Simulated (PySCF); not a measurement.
# `C=C[C@H]1O[SiH2]O[C@@H]1C`, C₅H₁₀O₂Si

Cartesian coordinates in Å; atom numbers follow the order of the lines, from 1:
```xyz
18

C     2.623    0.322   -0.369
C     1.752   -0.352    0.356
C     0.358    0.105    0.673
O     0.115    1.426    0.283
Si   -0.735    1.503   -1.115
O    -1.053   -0.099   -1.229
C    -0.680   -0.791   -0.070
C    -1.900   -1.076    0.796
H     3.604   -0.066   -0.582
H     2.387    1.296   -0.763
H     1.991   -1.326    0.765
H     0.195    0.041    1.757
H     0.065    1.875   -2.269
H    -1.921    2.305   -0.861
H    -0.215   -1.732   -0.386
H    -2.656   -1.586    0.204
H    -1.626   -1.701    1.642
H    -2.316   -0.138    1.157
```

The calculation used TDDFT wB97X-D/def2-SVPD circular dichroism and optical rotation, one conformer, gas phase in PySCF 2.14.0. Geometry: GFN2-xTB.

The molecule is flexible and this is one conformer; a measurement averages over conformers.

Stereocentres: C3 R, C7 R.

Task: What is the specific rotation at 633, 589.3, 546, 436, 405, 365, 355 nm?

Result: [α] in deg dm⁻¹ (g/mL)⁻¹:
```
λ (nm)  origin-invariant length gauge  modified velocity gauge  length gauge (centre of mass)  isotropic polarisability (au)
   633                         +143.8                   +144.1                         +143.6                           87.2
 589.3                         +168.5                   +168.8                         +168.3                           87.5
   546                         +200.2                   +200.5                         +199.9                           87.9
   436                         +340.6                   +341.0                         +340.1                           89.5
   405                         +409.8                   +410.1                         +409.2                           90.2
   365                         +538.7                   +538.9                         +537.9                           91.5
   355                         +581.3                   +581.4                         +580.4                           91.9
```

Task: And for the mirror image at 589.3 nm?

Result: -168.5 deg dm⁻¹ (g/mL)⁻¹ (origin-invariant length gauge): the same size and the opposite sign.

Task: What is the molar rotation [Φ] = [α]·M/100 of the geometry above at 589.3 nm?

Result: With M = 130.22 g/mol, +219.4 deg cm² dmol⁻¹ (origin-invariant length gauge).

The first excitation lies at 7.28 eV (170 nm) with R = +27.2 × 10⁻⁴⁰ esu² cm² (velocity form).
